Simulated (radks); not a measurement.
Hf XLV, 28 electrons, occupied as [Ar] 3d10 (the NIST ground configuration).

Calculated with a radial shooting solver on a logarithmic mesh with Libxc functionals: non-relativistic Kohn-Sham, LDA (Slater exchange, Perdew-Wang correlation), spin-polarised, spherical densities, point nucleus; relativity is left out, which matters for an element this heavy.

Energy parts (eV):
total: -354238.94
kinetic: 354163.77
electron-nucleus: -771565.42
Hartree: 68750.92
exchange-correlation: -5588.20

Orbitals (lengths in bohr, moments of r in powers of bohr):
\begin{tabular}{lrrrr}
orbital & occ. & eigenvalue (eV) & <r^2> & <r> \\ \hline
1s & 2 & -62317.16 & 0.0005923 & 0.02105 \\
2s & 2 & -11938.86 & 0.009254 & 0.08887 \\
2p & 6 & -11532.19 & 0.006841 & 0.07516 \\
3s & 2 & -4216.498 & 0.05585 & 0.2217 \\
3p & 6 & -4033.595 & 0.05140 & 0.2112 \\
3d & 10 & -3698.594 & 0.03960 & 0.1847 \\
\end{tabular}

The highest occupied level is 3d at -3698.6 eV. The electron density at the nucleus is 2.654e+05 e/bohr^3. The density falls to 0.001 e/bohr^3 at r = 0.69 bohr. Virial ratio -V/T = 2.00021. Summed over all electrons, <r^2> = 0.8769 bohr^2, which gives a Langevin (diamagnetic) susceptibility term of -0.694 x 10^-6 cm^3/mol.
